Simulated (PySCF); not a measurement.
Broadened absorption spectrum of MnO3Cl

Species: MnO3Cl (singlet state).
SMILES: `[O]=[Mn](=[O])(=[O])[Cl]`

Method used: TDDFT CAM-B3LYP/def2-SVPD, vertical, gas phase, core orbitals frozen in the response in PySCF. Isolated species at its PBE0-D3(BJ)/def2-SVP geometry, gas phase.

Computed states:

```json
{"state": "S1", "E (eV)": "2.37", "f": "0.0001"}
{"state": "S2", "E (eV)": "2.37", "f": "0.0001"}
{"state": "S3", "E (eV)": "2.76", "f": "0.0000"}
{"state": "S4", "E (eV)": "3.01", "f": "0.018"}
{"state": "S5", "E (eV)": "3.06", "f": "0.0024"}
{"state": "S6", "E (eV)": "3.07", "f": "0.0024"}
{"state": "S7", "E (eV)": "3.41", "f": "0.0002"}
{"state": "S8", "E (eV)": "3.42", "f": "0.0002"}
{"state": "S9", "E (eV)": "3.50", "f": "0.0000"}
{"state": "S10", "E (eV)": "3.82", "f": "0.0000"}
{"state": "S11", "E (eV)": "3.82", "f": "0.0000"}
{"state": "S12", "E (eV)": "3.96", "f": "0.0024"}
{"state": "S13", "E (eV)": "3.97", "f": "0.0000"}
{"state": "S14", "E (eV)": "4.36", "f": "0.0034"}
{"state": "S15", "E (eV)": "4.36", "f": "0.0034"}
```

Broadening: Gaussians 0.4 eV wide at half height, area fixed by f = 4.319×10⁻⁹ ∫ε dν̃. The width is an assumption, not a result. The curve ends short of the highest state used, and states not computed would add to its high-energy end.

(1) Give the broadened spectrum and its maxima.

(2) Does any computed singlet lie in the visible range?

(3) Coming from long wavelengths, where does ε first pass 100 L mol⁻¹ cm⁻¹?

(4) On this curve, what absorbance would a 10⁻⁵ mol/L sample give at 365 nm over a 1 cm path?

Results:

(1) 
| λ (nm) | ε (L mol⁻¹ cm⁻¹) |
| --- | --- |
| 329.6 | 88 |
| 342.5 | 40 |
| 355.3 | 65 |
| 368.1 | 217 |
| 380.9 | 598 |
| 393.8 | 1136 |
| 406.6 | 1486 |
| 419.4 | 1416 |
| 432.2 | 1036 |
| 445.1 | 605 |
| 457.9 | 297 |
| 470.7 | 128 |
| 483.5 | 54 |
| 496.4 | 27 |
| 509.2 | 20 |
| 522.0 | 17 |
| 534.8 | 16 |
| 547.7 | 13 |
| 560.5 | 11 |
| 573.3 | 8 |
| 586.1 | 5 |
| 598.9 | 3 |
| 611.8 | 2 |
| 624.6 | 1 |
| 637.4 | 1 |
| 650.2 | 0 |
| 663.1 | 0 |
| 675.9 | 0 |
| 688.7 | 0 |
| 701.5 | 0 |

Maxima: 411 nm (3.02 eV), ε about 1500, made up of S4 (80%), S5 (10%) and S6 (10%) (ε in L mol⁻¹ cm⁻¹; maxima over ε = 5, shares over 10%). At its high-energy end, 3.76 eV, the curve is still rising (ε about 87, from S12).

(2) 6 computed singlets (S1 to S6) lie in the visible range (380 to 750 nm), the largest f among them at 413 nm, f = 0.018; light of that wavelength is violet, and its complementary colour is yellow-green; a Tamm–Dancoff triplet lies at 627 nm, without intensity as long as spin–orbit coupling is left out.

(3) At about 474 nm (2.61 eV), 0.25 eV above S1.

(4) 365 nm is 3.397 eV, where ε is about 160 L mol⁻¹ cm⁻¹, so A = ε c l ≈ 0.0016 (Beer–Lambert, with the gas-phase spectrum and the assumed width).
